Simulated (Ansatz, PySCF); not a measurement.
Spin states of CoHO (SMILES [OH][Co]), each relaxed with B3LYP-D3(BJ)/def2-TZVP.
State 1 (charge 0, multiplicity 3):
```xyz
3

Co    -0.89246    -0.65023    -0.78270
O      0.42513    -0.12925     0.28737
H      0.43417     0.82685     0.42501
```
State 2 (charge 0, multiplicity 1):
| atom | x (Å) | y (Å) | z (Å) |
|---|---|---|---|
| Co | -0.8685 | -0.6278 | -0.7614 |
| O | 0.4167 | -0.1425 | 0.2792 |
| H | 0.4186 | 0.8177 | 0.4119 |

| level | energy of the multiplicity-1 state less that of the multiplicity-3 state (eV) | cost |
|---|---|---|
| SVWN5/def2-TZVPP | 1.442 | ×0.4 |
| PBE/def2-TZVPP | 1.708 | ×1 |
| PBE-D3(BJ)/def2-TZVPP | 1.708 | ×1 |
| PBE-D4/def2-TZVPP | 1.709 | ×1 |
| BLYP/def2-TZVPP | 1.651 | ×0.8 |
| BLYP-D3(BJ)/def2-TZVPP | 1.651 | ×0.8 |
| BLYP-D4/def2-TZVPP | 1.651 | ×0.8 |
| r2SCAN/def2-TZVPP | 2.311 | ×0.9 |
| r2SCAN-D3(BJ)/def2-TZVPP | 2.311 | ×0.9 |
| r2SCAN-D4/def2-TZVPP | 2.311 | ×0.9 |
| B3LYP/def2-TZVPP | 2.086 | ×0.4 |
| B3LYP-D3(BJ)/def2-TZVPP | 2.086 | ×0.4 |
| B3LYP-D4/def2-TZVPP | 2.086 | ×0.4 |
| PBE0/def2-TZVPP | 2.295 | ×0.8 |
| PBE0-D3(BJ)/def2-TZVPP | 2.295 | ×0.8 |
| CAM-B3LYP/def2-TZVPP | 2.135 | ×1 |
| CAM-B3LYP-D3(BJ)/def2-TZVPP | 2.136 | ×1 |
| CAM-B3LYP-D4/def2-TZVPP | 2.136 | ×1 |
| wB97X-V/def2-TZVPP | 2.025 | ×2 |
| wB97M-V/def2-TZVPP | 2.080 | ×1 |

The rows run from 1.442 (SVWN5/def2-TZVPP) to 2.311 eV (r2SCAN-D4/def2-TZVPP). The dispersion term adds 0.000 in PBE-D3(BJ), 0.000 in PBE-D4, 0.001 in BLYP-D3(BJ). The 9 functionals in def2-TZVPP without D3 or D4 span 0.869, from SVWN5 to r2SCAN.

Singlets are restricted, other states unrestricted; no spin–orbit coupling, no relativity up to Kr; see below for the cores. The largest T1 diagnostic is 0.082.

Doubts at one or more of the structures used: a spin-contaminated determinant (r2SCAN/def2-TZVPP, r2SCAN-D3(BJ)/def2-TZVPP, r2SCAN-D4/def2-TZVPP, B3LYP/def2-TZVPP, B3LYP-D3(BJ)/def2-TZVPP, B3LYP-D4/def2-TZVPP, PBE0/def2-TZVPP, PBE0-D3(BJ)/def2-TZVPP, CAM-B3LYP/def2-TZVPP, CAM-B3LYP-D3(BJ)/def2-TZVPP, CAM-B3LYP-D4/def2-TZVPP, wB97X-V/def2-TZVPP, wB97M-V/def2-TZVPP).

Codes used: Ansatz (Gaussian basis) for Hartree–Fock, density functionals and correlated methods; PySCF for the dispersion terms. Each number belongs to the level named beside it.

Costs are rough ratios of core time to PBE/def2-TZVPP (about 60 s over the structures, on one shared machine); a dash marks a level with no comparable run of its own.

Ansatz is a first-principles code.
